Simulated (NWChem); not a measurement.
System meant: SeF4 cation, doublet; SMILES of the neutral closed-shell parent F[Se](F)(F)F

The following NWChem deck was run.

```
start job
memory heap 200 mb stack 900 mb global 1100 mb
charge 1
geometry units angstroms noautoz
  Se     0.000000     0.000000     0.165418
  F      0.000000     1.718247     0.430738
  F      1.280738     0.000000    -0.896538
  F      0.000000    -1.718247     0.430738
  F     -1.280738     0.000000    -0.896538
end
basis spherical
  * library def2-svp
end
dft
  odft
  mult 2
  xc pbe0
  iterations 4
  mulliken
end
task dft energy
```

End of the output:

```
     --------------------------
     Expectation value of S2:
     --------------------------
      <S2> =      0.7575 (Exact =     0.7500)

 center of mass
 --------------
 x =   0.00000000 y =   0.00000000 z =   0.01785854

 moments of inertia (a.u.)
 ------------------
         542.058106338437           0.000000000000           0.000000000000
           0.000000000000         364.022864291744           0.000000000000
           0.000000000000           0.000000000000         623.173868034491

     Multipole analysis of the density
     ---------------------------------

     L   x y z        total         alpha         beta         nuclear
     -   - - -        -----         -----         ----         -------
     0   0 0 0      1.000000    -35.000000    -34.000000     70.000000

     1   1 0 0     -0.000000      0.000000     -0.000000      0.000000
     1   0 1 0     -0.000000     -0.000000      0.000000      0.000000
     1   0 0 1      0.505762     -0.245965      0.751727      0.000000

     2   2 0 0    -24.044835    -65.253930    -64.227353    105.436448
     2   1 1 0     -0.000000     -0.000000     -0.000000      0.000000
     2   1 0 1      0.000000      0.000000      0.000000      0.000000
     2   0 2 0    -25.181242   -111.019787   -103.937488    189.776034
     2   0 1 1     -0.000000     -0.000000     -0.000000      0.000000
     2   0 0 2    -23.743089    -46.190304    -44.078818     66.526033

 ------------------------------------------------------------------------
 dft energy failed                                                                                  0
 ------------------------------------------------------------------------
 ------------------------------------------------------------------------
  current input line :
    21: task dft energy
 ------------------------------------------------------------------------
 ------------------------------------------------------------------------
 This type of error is most commonly associated with calculations not reaching convergence criteria
 ------------------------------------------------------------------------
 For more information see the NWChem manual at https://nwchemgit.github.io

0:dft energy failed:Received an Error in Communication
```

Question: Find the fault in this run and fix the input.

Answer: The run did not converge; its last values are not results. Cause: the SCF was allowed too few iterations. This input runs:
```
start job
memory heap 200 mb stack 900 mb global 1100 mb
charge 1
geometry units angstroms noautoz
  Se     0.000000     0.000000     0.165418
  F      0.000000     1.718247     0.430738
  F      1.280738     0.000000    -0.896538
  F      0.000000    -1.718247     0.430738
  F     -1.280738     0.000000    -0.896538
end
basis spherical
  * library def2-svp
end
dft
  odft
  mult 2
  xc pbe0
  iterations 150
  mulliken
end
task dft energy
```
It converges to -2799.14953 Ha (PBE0/def2-SVP, spin-unrestricted).
